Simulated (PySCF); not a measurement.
Compound: C₂H₆OSi.
Cartesian coordinates in Å at the GFN2-xTB level; atoms count from 1:
```
atom  x, y, z in Å
C1     1.623   -0.111    0.357
C2     0.953    0.462   -0.627
O3    -0.379    0.468   -0.786
Si4   -1.608   -0.163    0.077
H5     2.695   -0.064    0.394
H6     1.118   -0.642    1.144
H7     1.454    0.999   -1.425
H8    -1.494   -1.621    0.166
H9    -1.639    0.395    1.431
H10   -2.715    0.280   -0.754
```

Lines to be assigned: C 1s: 290.01 (area 1), 292.31 (area 1) eV; O 1s: 538.69 eV; Si 1s: 1847.40 eV; Si 2p3/2: 107.57 eV.

Computed, not measured: PySCF, delta-SCF UKS SCAN, pcX-2 on the ionised atom, pcseg-1 elsewhere, spin-free X2C. The structure is a single GFN2-xTB conformer in the gas phase; no vibrational or solvent corrections.

Question: Which carbon gives which C 1s line?

Answer: 290.01 eV: C1 (terminal =CH2 carbon); 292.31 eV: C2 (vinylic carbon bearing oxygen). The listed C 1s values span 2.30 eV, from C1 (bonded to C (double bond) and 2 H) to C2 (bonded to O, C (double bond) and H).

Bonded neighbours of each site: C1: C (double bond) and 2 H; C2: O, C (double bond) and H; O3: C and Si; Si4: O and 3 H.

Question: What is the longest wavelength that can ionise C 1s of C2 vertically?

Answer: λ = hc/E = 12398.42 eV Å / 292.31 eV = 42.415 Å.

Spin–orbit and ligand-field terms were added within each 2p shell after the spin-free SCF. 2p1/2 minus 2p3/2 (ligand field included): Si 0.63 eV.

Time: 24 s. Hardware: one thread, x86-64 server, no GPU, shared host.
